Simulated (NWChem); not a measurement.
System: AgF; SMILES [F][Ag]

Here is an NWChem input.

```
start job
memory heap 200 mb stack 900 mb global 1100 mb
geometry units angstroms noautosym nocenter noautoz
  Ag     0.000000     0.000000    -0.318121
  F      0.000000     0.000000     1.655656
end
basis spherical
  * library def2-svpd
end
ecp
  Ag library def2-ecp
end
dft
  xc b3lyp
  iterations 150
end
property
  response 1 0.0
end
task dft property
```

The geometry was optimised at PBE0/def2-SVP. def2 effective core potentials on Ag; no spin-orbit coupling.

Static field.

Question: What results follow from this input? (B3LYP/def2-SVPD with def2 effective core potentials on Ag.) Quantities: isotropic polarisability (bohr³); anisotropy (bohr³).

Answer: The isotropic polarisability (bohr³) is 23.9. The anisotropy (bohr³) is 7.4.
